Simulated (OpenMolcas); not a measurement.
Ru3+: moving the ligands

Ru3+ with 6 ligands (fluoride, chloride on the axis) in tetragonal octahedral coordination (D4h) at 1.99 Å, the axial distance 2.440 Å. A charge of +0.5 e stands 3.2 Å behind each ligand. Ligand basis ANO-RCC-VDZP.

```json
{"Program": "OpenMolcas 26.06", "Method": "CASSCF", "Basis": "ANO-RCC-VDZP [6s5p3d1f]", "Scalar Hamiltonian": "DKH2, point nucleus", "Active space": "5 electrons in 5 orbitals (4d)", "State averaging": "2S+1 = 6 even, 1 root; 2S+1 = 4 even, 24 roots; 2S+1 = 2 even, 75 roots", "Spin-orbit coupling": "state interaction with AMFI integrals over the reference wave functions"}
```

Runs around this geometry, states (labels of D4, the rotations of D4h). Energies in cm-1 above the lowest state or level, χT in cm3 K/mol.

```json
{"R (Å)": "1.96", "Axial / equatorial distance": "1.226", "Ground state": "2S+1 = 2", "First state of that spin": "2E 3654", "First gap with spin-orbit (degeneracies)": "3163 (2, 2)", "χT at 300 K": "0.632", "First state of another spin": "2S+1 = 6: 3986"}
{"R (Å)": "1.99", "Axial / equatorial distance": "1.226", "Ground state": "2S+1 = 2", "First state of that spin": "2E 3333", "First gap with spin-orbit (degeneracies)": "922.0 (2, 2)", "χT at 300 K": "0.945", "First state of another spin": "2S+1 = 6: 588.5"}
{"R (Å)": "2.12", "Axial / equatorial distance": "1.226", "Ground state": "2S+1 = 6", "First state of that spin": "", "First gap with spin-orbit (degeneracies)": "14.3 (2, 2)", "χT at 300 K": "4.337", "First state of another spin": "2S+1 = 4: 10058"}
{"R (Å)": "1.99", "Axial / equatorial distance": "1.287", "Ground state": "2S+1 = 6", "First state of that spin": "", "First gap with spin-orbit (degeneracies)": "41.1 (2, 2)", "χT at 300 K": "3.941", "First state of another spin": "2S+1 = 2: 2380"}
```

The ground state changes within this set.

Without dynamic correlation the repulsion within the d shell is too large (B by tens of per cent), so at a given field states of lower spin stand too high. With metal d orbitals alone the field can be off either way by tens of per cent. Ligand-to-metal charge-transfer states are missing. With no ligand orbital active B as a rule stays too high, so bands that hang on it stand too high and its fall with covalency is understated. This shell can be high or low spin here, a state of another spin lies low, and with metal d orbitals alone active their balance is uncertain, so the ground spin may be wrong, although the usual error favours high spin (holds for R = 1.96, ratio = 1.226; R = 1.99, ratio = 1.226). The least metal-like active orbital is 77 % on the metal (Löwdin) and no ligand orbital is active, so the numbers are rough (holds for R = 1.96, ratio = 1.226). Spin-orbit coupling mixes the spin-free states strongly: the lowest level takes only 70 % from its leading state, 2S+1 = 2 (holds for R = 1.99, ratio = 1.226). The least metal-like active orbital is 78 % on the metal (Löwdin) and no ligand orbital is active, so the numbers are rough (holds for R = 1.99, ratio = 1.226). This shell can be high or low spin here, a state of another spin lies low, and with metal d orbitals alone active their balance is uncertain, so the ground spin may be wrong (holds for R = 2.12, ratio = 1.226; R = 1.99, ratio = 1.287). The least metal-like active orbital is 83 % on the metal (Löwdin) and no ligand orbital is active, so the numbers are rough (holds for R = 1.99, ratio = 1.287). No measured value stands beside these numbers; the geometry is a model, was not optimised and need not be the one that this ion takes.

A state without a sure symmetry label is named by its multiplicity alone.
